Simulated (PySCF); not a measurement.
**p-cymene, C₁₀H₁₄**

Geometry:
```json
{"atom": "C1", "x (Å)": "3.673", "y (Å)": "0.160", "z (Å)": "-0.424"}
{"atom": "C2", "x (Å)": "2.179", "y (Å)": "0.146", "z (Å)": "-0.276"}
{"atom": "C3", "x (Å)": "1.342", "y (Å)": "-0.129", "z (Å)": "-1.364"}
{"atom": "C4", "x (Å)": "-0.043", "y (Å)": "-0.112", "z (Å)": "-1.234"}
{"atom": "C5", "x (Å)": "-0.652", "y (Å)": "0.179", "z (Å)": "-0.007"}
{"atom": "C6", "x (Å)": "-2.159", "y (Å)": "0.197", "z (Å)": "0.143"}
{"atom": "C7", "x (Å)": "-2.799", "y (Å)": "1.280", "z (Å)": "-0.725"}
{"atom": "C8", "x (Å)": "-2.771", "y (Å)": "-1.175", "z (Å)": "-0.137"}
{"atom": "C9", "x (Å)": "0.183", "y (Å)": "0.450", "z (Å)": "1.080"}
{"atom": "C10", "x (Å)": "1.571", "y (Å)": "0.432", "z (Å)": "0.950"}
{"atom": "H11", "x (Å)": "4.008", "y (Å)": "-0.540", "z (Å)": "-1.204"}
{"atom": "H12", "x (Å)": "4.034", "y (Å)": "1.162", "z (Å)": "-0.710"}
{"atom": "H13", "x (Å)": "4.176", "y (Å)": "-0.111", "z (Å)": "0.516"}
{"atom": "H14", "x (Å)": "1.787", "y (Å)": "-0.364", "z (Å)": "-2.336"}
{"atom": "H15", "x (Å)": "-0.662", "y (Å)": "-0.334", "z (Å)": "-2.108"}
{"atom": "H16", "x (Å)": "-2.370", "y (Å)": "0.447", "z (Å)": "1.197"}
{"atom": "H17", "x (Å)": "-2.638", "y (Å)": "1.079", "z (Å)": "-1.796"}
{"atom": "H18", "x (Å)": "-2.374", "y (Å)": "2.271", "z (Å)": "-0.505"}
{"atom": "H19", "x (Å)": "-3.886", "y (Å)": "1.328", "z (Å)": "-0.556"}
{"atom": "H20", "x (Å)": "-2.610", "y (Å)": "-1.477", "z (Å)": "-1.184"}
{"atom": "H21", "x (Å)": "-3.858", "y (Å)": "-1.164", "z (Å)": "0.042"}
{"atom": "H22", "x (Å)": "-2.325", "y (Å)": "-1.949", "z (Å)": "0.505"}
{"atom": "H23", "x (Å)": "-0.263", "y (Å)": "0.675", "z (Å)": "2.053"}
{"atom": "H24", "x (Å)": "2.195", "y (Å)": "0.645", "z (Å)": "1.822"}
```

Computed with quadratic response CAM-B3LYP/def2-SVPD first hyperpolarisability, Taylor convention, gas phase in PySCF 2.14.0. Geometry: PBE0-D3(BJ)/def2-SVP.

Question: Give the tensor of the second harmonic β(−2ω;ω,ω) at 1064 nm in the axes of these coordinates.

Answer: In au, Taylor convention; rows are the first index (the induced dipole):
|  | xx | yy | zz | xy | xz | yz |
| --- | --- | --- | --- | --- | --- | --- |
| x | +34.5 | +15.5 | -12.2 | -2.3 | -3.3 | -6.3 |
| y | -2.2 | -6.3 | +6.0 | +14.3 | -6.2 | +3.4 |
| z | -4.0 | +3.2 | +1.4 | -6.2 | -12.6 | +5.8 |

Norm of βᵢ = ⅓ Σⱼ (βᵢⱼⱼ + βⱼᵢⱼ + βⱼⱼᵢ): 36.8 au, hyper-Rayleigh value 19.2 au.
